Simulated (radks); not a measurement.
Values are calculated unless marked as measured or tabulated.
Pt60+, configuration [Ar]. Code: a radial shooting solver on a logarithmic mesh with Libxc functionals. Model: scalar-relativistic Kohn-Sham, exchange-only LDA, spin-polarised, spherical densities, point nucleus.

Normalised radial functions P(r) = r R(r), r in bohr:

r	2s	2p
0.001523	1.0226	0.0439
0.00169	1.0971	0.0522
0.00189	1.1811	0.0628
0.002097	1.2622	0.0745
0.002346	1.3525	0.0896
0.002603	1.4384	0.1063
0.002888	1.5254	0.1261
0.00323	1.6191	0.1514
0.003585	1.7049	0.1793
0.004009	1.7939	0.2150
0.004449	1.8715	0.2541
0.004976	1.9467	0.3039
0.005521	2.0059	0.3583
0.006176	2.0546	0.4270
0.006853	2.0819	0.5015
0.007665	2.0873	0.5949
0.008505	2.0653	0.6952
0.009513	2.0071	0.8195
0.01056	1.9158	0.9515
0.01171	1.7837	1.1004
0.0131	1.5908	1.2809
0.01454	1.3606	1.4673
0.01626	1.0549	1.6881
0.01804	0.7161	1.9104
0.02018	0.2938	2.1659
0.02239	-0.1473	2.4140
0.02504	-0.6661	2.6868
0.02779	-1.1766	2.9379
0.03108	-1.7392	3.1957
0.03449	-2.2533	3.4123
0.03827	-2.7365	3.5950
0.0428	-3.1949	3.7399
0.0475	-3.5369	3.8136
0.05312	-3.7895	3.8152
0.05895	-3.8984	3.7367
0.06593	-3.8690	3.5621
0.07316	-3.7061	3.3193
0.08183	-3.3983	2.9812
0.0908	-3.0133	2.6124
0.1016	-2.5287	2.1801
0.1127	-2.0522	1.7709
0.126	-1.5529	1.3497
0.1399	-1.1348	0.9985
0.1552	-0.7827	0.7008
0.1736	-0.4886	0.4483
0.1926	-0.2932	0.2768
0.2154	-0.1551	0.1519
0.239	-0.0786	0.0801
0.2674	-0.0339	0.0363
0.2967	-0.0139	0.0157
0.3318	-0.0047	0.0056
0.3682	-0.0015	0.0019
0.4118	-0.0004	0.0005
0.457	-0.0001	0.0001
0.5111	0.0000	0.0000
0.5672	0.0000	0.0000

2s: eigenvalue -18236.6 eV, 1 radial node at r = 0.0217 bohr, <r> = 0.0718 bohr, 90 % of the charge inside 0.111 bohr. 2p: eigenvalue -16426.8 eV, 0 radial nodes, <r> = 0.0646 bohr, 90 % of the charge inside 0.105 bohr.
